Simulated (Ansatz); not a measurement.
Program: Ansatz 0.2.0.

A structure relaxed at PBE0-D4/def2-TZVP, charge 0, multiplicity 1:

```xyz
8

C     0.584    1.310   -1.414
N     0.149    0.432   -0.650
Al   -0.458   -0.808    0.413
S     0.094   -0.656    2.521
H     1.548    1.215   -1.938
H     0.034    2.243   -1.617
H    -1.361   -1.968   -0.149
H    -0.591   -1.769    2.834
```

Task: Give its formula and SMILES.

Result: CH4AlNS, `C=[N][AlH][SH]`.

Task: Point group (tolerance 0.08 Å, 0.16 Å for H)?

Result: Cs.

Task: Summarise the bond lengths by kind.

Result: 1 × C–N 1.242 Å; 2 × C–H 1.101 Å; 1 × Al–N 1.742 Å; 1 × Al–S 2.184 Å; 1 × Al–H 1.574 Å; 1 × H–S 1.344 Å.
